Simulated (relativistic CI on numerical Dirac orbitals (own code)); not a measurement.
## Hyperfine structure of Ba⁴⁸⁺, mass number 137

Computed by Dirac-Coulomb-Breit CI, KLI orbitals optimised for each configuration, a model potential for QED, unscaled Slater integrals (own radial code, finite nucleus).

CI space (outside the closed core 1s2): 2s2.2p4, 2s.2p5, 2p6, 2p5.3s, 2p5.3p, 2p5.3d, 2s2.2p3.3s, 2s2.2p3.3p, 2s2.2p3.3d, 2s.2p4.3s, 2s.2p4.3p, 2s.2p4.3d, 2s2.2p3.4s, 2s2.2p3.4p, 2s2.2p3.4d, 2s2.2p3.4f. Levels of other configurations are missing.

Nuclear spin I = 3/2, μ = 0.9375 μN, Q = 0.236 b (tables of Stone and Pyykkö). The electronic factors are computed for point nuclear moments, without core polarisation or the Bohr-Weisskopf and QED corrections.

```json
{"Level": "2s2.2p4 3P_2", "E (Ry)": "0.0000", "A (GHz)": "206.9", "B (GHz)": "16.8"}
{"Level": "2s2.2p4 3P_1", "E (Ry)": "28.9384", "A (GHz)": "-90.57", "B (GHz)": "-75"}
{"Level": "2s2.2p4 1D_2", "E (Ry)": "30.2029", "A (GHz)": "513.7", "B (GHz)": "-167"}
{"Level": "2s.2p5 3P°_2", "E (Ry)": "49.0680", "A (GHz)": "1272", "B (GHz)": "-150"}
{"Level": "2s.2p5 1P°_1", "E (Ry)": "53.2401", "A (GHz)": "-818.6", "B (GHz)": "-47"}
{"Level": "2s.2p5 3P°_1", "E (Ry)": "81.0344", "A (GHz)": "2901", "B (GHz)": "-28.1"}
```

Levels with J = 0, under 50 % of one LS term, or S terms without an open s electron are left out. Small factors come from cancelling terms and can be off by tens of per cent or more.

At this charge energies of transitions that change n are usually good to better than 1 %, and those within a shell (Δn = 0) to a few per cent.

Give the hyperfine levels of 2s2.2p4 3P_2 relative to its centre of gravity.

With K = F(F + 1) − I(I + 1) − J(J + 1), E = AK/2 + B[¾K(K + 1) − I(I + 1)J(J + 1)]/[2I(2I − 1)J(2J − 1)]: F = 1/2: -916.4, F = 3/2: -620.8, F = 5/2: -114, F = 7/2: 625 GHz.

LS names give the leading component of a level, which can be under half, so a name can repeat, a term be missing and a line seem to break the LS rules.
